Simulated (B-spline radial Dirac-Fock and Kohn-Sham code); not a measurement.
Dy 5s: cross section and angular parameters

System: the Dy atom, [Xe] 4f10 6s2; threshold 53.03 eV (orbital energy of the model). Level of theory: Dirac-Hartree-Slater photoionisation with a Latter tail; cross sections with all multipoles, angular parameters from the dipole term and its interference with E2; a radial B-spline solver.

Input of the calculation (task.json; shells as n, l, electrons):

```json
{"items": [{
  "Z": 66,
  "q": 0,
  "cfg": [[1, 0, 2], [2, 0, 2], [2, 1, 6], [3, 0, 2], [3, 1, 6], [3, 2, 10], [4, 0, 2], [4, 1, 6], [4, 2, 10], [4, 3, 10], [5, 0, 2], [5, 1, 6], [6, 0, 2]],
  "A": 164,
  "rrms": 5.2218,
  "do": "xps",
  "hv": [60, 102.0, 105.0, 121.0, 152.0, 250.0, 300, 400, 404.0, 559.0, 600, 1030.0, 1390.0, 1440.0, 1486.9, 1520.0, 2440.0, 3240.0, 3250.0, 3820.0, 4000, 4320.0, 5414.7, 6000, 8070.0, 8550.0, 9470.0, 11300.0, 12200.0, 13500.0],
  "edges": {"K": 53789.0, "L1": 9046.0, "L2": 8581.0, "L3": 7790.0, "M1": 2047.0, "M2": 1842.0, "M3": 1676.0, "M4": 1333.0, "M5": 1292.0, "N1": 414.2, "N2": 333.5, "N3": 293.2, "N4": 153.6, "N5": 153.6}
}]}
```

Run with: `python xray2_run.py task.json out`

For linearly polarised light dσ/dΩ = σ/(4π) [1 + β P₂(cos θ) + (δ + γ cos²θ) sin θ cos φ], with θ from the polarisation vector and φ the angle between the beam and the projection of the electron momentum on the plane normal to the polarisation.

```csv
hν (eV),σ (kb),β,γ
102,90.5,1.615,-0.048
105,90.7,1.638,-0.029
121,88.4,1.723,0.053
152,78.9,1.803,0.155
250,49.8,1.883,0.298
300,40.1,1.899,0.332
400,27.8,1.917,0.368
404,27.4,1.918,0.369
559,17.5,1.932,0.385
600,15.8,1.935,0.385
1030,7.03,1.950,0.331
1390,4.35,1.956,0.262
1440,?,?,?
1486.9,3.90,1.958,0.243
1520,3.76,1.958,0.236
2440,1.68,1.965,0.075
3240,1.01,1.968,-0.024
3250,1.00,1.968,-0.025
3820,0.744,1.969,-0.073
4000,0.683,1.969,-0.085
4320,0.592,1.970,-0.103
5414.7,0.387,1.971,-0.136
6000,0.318,1.972,-0.138
8070,0.178,1.973,-0.086
8550,0.158,1.973,-0.064
9470,0.129,1.974,-0.016
11300,0.0899,1.974,0.097
12200,0.0767,1.974,0.159
13500,0.0622,1.974,0.253
```

Q: Give the values at 1440 eV.

A: σ = 4.11 kb, β = 1.957, γ = 0.252. For an s subshell δ is negligible.
